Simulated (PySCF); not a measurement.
H6NSi2, multiplicity 2. Atoms are numbered in the order given.

```xyz
9

Si     0.0026     0.0787     1.6353
N      0.0192    -0.4984     0.0000
Si     0.0026     0.0787    -1.6353
H     -1.4034    -0.1027     2.1136
H      0.9116    -0.7686     2.4600
H      0.3880     1.5135     1.8161
H      0.3880     1.5135    -1.8161
H     -1.4034    -0.1027    -2.1136
H      0.9116    -0.7686    -2.4600
```
Charge 0, spin multiplicity 2.

Geometry: B3LYP-D3(BJ)/def2-SVP. The isomer is the one that the SMILES or the coordinates give; other isomers of the formula were not compared.

Method: PBE/def2-TZVPD run with PySCF.

Gas-phase values at a fixed geometry.

Computed frontier levels, dipole moment and polarisability:
```json
{
  "α spin, highest occupied and lowest empty level": "-6.52 and -1.01 eV",
  "β spin, highest occupied and lowest empty level": "-6.19 and -5.33 eV",
  "dipole_moment": "0.53 D",
  "quadrupole, principal values (traceless, Buckingham form, about the centre of nuclear charge)": "-3.37, 0.65, 2.73 D·Å",
  "mean_static_polarisability": "73.8 bohr³ (10.94 Å³)",
  "polarisability_principal_values": "60.3, 63.0, 98.0 bohr³",
  "⟨S²⟩": "0.754 (pure state 0.75)"
}
```
